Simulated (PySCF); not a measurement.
Mo(O)2(OH)(NH2) (H3MoNO3), SMILES [Mo](=[O])([NH2])(=[O])[OH], multiplicity 1.

Geometry optimised at B3LYP-D3(BJ)/def2-SVP. A frequency run showed that this geometry is not a minimum. The spin state was assumed, not searched. The def2 effective core potentials stand for the cores of Mo; spin–orbit coupling is left out. The values are those of a single conformer.

The numbers are results of PBE/def2-TZVP (PySCF), not measurements.

Symmetry labels are those of the subgroup Cs that the program uses (full group Cs).

List the valence orbital energies around the gap with their symmetry. (The exact figures need the calculation; the answer reports its results.)


```
orbital  symmetry  energy (eV)
-------  --------  -----------
HOMO−7         A'        -9.83
HOMO−6         A'        -9.73
HOMO−5         A"        -9.54
HOMO−4         A'        -8.32
HOMO−3         A'        -8.19
HOMO−2         A"        -7.77
HOMO−1         A"        -7.25
HOMO           A'        -7.05
LUMO           A"        -2.75
LUMO+1         A'        -2.75
LUMO+2         A'        -1.60
LUMO+3         A'        -1.02
```
